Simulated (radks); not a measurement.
Results of a calculation; reference values are marked as such.
These are the eigenvalues of the occupied orbitals of an atom or ion with whole-number occupations (Ry). Code: a radial shooting solver on a logarithmic mesh with Libxc functionals. Model: scalar-relativistic Kohn-Sham, exchange-only LDA, spin-polarised, spherical densities, point nucleus.

1s up: -5676.002
1s down: -5675.939
2s up: -1190.537
2s down: -1188.582
2p up: -1069.518
2p down: -1067.917
3s up: -441.0835
3s down: -438.8936
3p up: -405.3519
3p down: -403.1543
3d up: -370.2787

Which element is it, and in what charge state? The configuration may be excited. Open shells, if any, are filled with parallel spins first.

Answer. Z = 76, osmium, charge +53: Os53+ in [Ar] 3d5. The list shows which subshells hold electrons but not how many an open one holds; the 1s level, -2838 hartree, gives Z - s = 75.3 by -(Z - s)^2/2, which with screening and relativity narrows Z to a few neighbours, and the depths of the outer levels then fix element, charge and occupations together.
